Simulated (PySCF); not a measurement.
Spin-rotation constants: `O=C(O)C#CCCl`, C₄H₃ClO₂

Cartesian coordinates in Å; atom numbers follow the order of the lines, from 1:
```xyz
10

O     2.109   -1.542    0.798
C     1.786   -0.630    0.087
O     2.649    0.090   -0.641
C     0.433   -0.172   -0.094
C    -0.701    0.207   -0.238
C    -2.068    0.617   -0.378
Cl   -3.161   -0.572    0.425
H     3.552   -0.237   -0.506
H    -2.232    1.583    0.102
H    -2.356    0.661   -1.430
```

The calculation used GIAO revPBE/pcSseg-1 magnetisability, rotational g tensor and spin-rotation constants, non-relativistic, gas phase (PySCF 2.14.0). Geometry: GFN2-xTB.

Problem. Give the nuclear spin-rotation constants along the inertial axes (H = +C I·J) beside the isotropic shieldings.

Solution. Rotational constants 6.9743, 0.7841, 0.7089 GHz. A star marks the isotopologue with that one atom substituted, in its own axes.
| atom | isotope | Caa (kHz) | Cbb (kHz) | Ccc (kHz) | mean (kHz) | σ (ppm) |
| --- | --- | --- | --- | --- | --- | --- |
| Cl7 | 35Cl | 1.172 | 0.108 | 0.266 | 0.515 | 762.9 |
| H8 | 1H | 0.441 | -0.067 | -0.102 | 0.090 | 25.6 |
| H9 | 1H | -0.665 | -0.062 | 0.010 | -0.239 | 27.3 |
| H10 | 1H | -0.668 | -0.044 | -0.006 | -0.239 | 27.3 |
| O1 | 17O* | -3.581 | -0.476 | -0.083 | -1.380 | -111.3 |
| C2 | 13C* | 3.433 | 0.228 | 0.183 | 1.281 | 31.8 |
| O3 | 17O* | -1.756 | -0.192 | -0.145 | -0.698 | 109.0 |
| C4 | 13C* | 0.641 | 0.247 | 0.240 | 0.376 | 99.2 |
| C5 | 13C* | 0.699 | 0.251 | 0.247 | 0.399 | 93.9 |
| C6 | 13C* | 1.238 | 0.122 | 0.140 | 0.500 | 143.5 |

For the geometry as given, no vibrational averaging.
